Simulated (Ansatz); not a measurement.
Basis-set series for CH7OSi2 (`O[SiH2]C[SiH2]`) radical. Total charge 0; spin multiplicity 2. The geometry is a stationary point of PBE0-D4/def2-TZVP. It is one conformer, not always the lowest.

```
functional       basis  functions  energy (Eh)  HOMO (eV)  LUMO (eV)
   PBE0-D4    def2-SVP         99   -695.87578      -5.98      -2.15
   PBE0-D4  def2-TZVPP        244   -696.22562      -6.00      -2.22
   ωB97M-V    def2-SVP         99   -696.13752      -7.69      -0.50
   ωB97M-V  def2-TZVPP        244   -696.49410      -7.75      -0.65
```

Task: Give the rows for def2-QZVPP. (Best estimate.)

Result: Ansatz gave: 
```tsv
functional	basis	functions	energy (Eh)	HOMO (eV)	LUMO (eV)
PBE0-D4	def2-QZVPP	464	-696.25251	-6.02	-2.25
ωB97M-V	def2-QZVPP	464	-696.51941	-7.77	-0.72
```

HOMO and LUMO are taken over both spins.
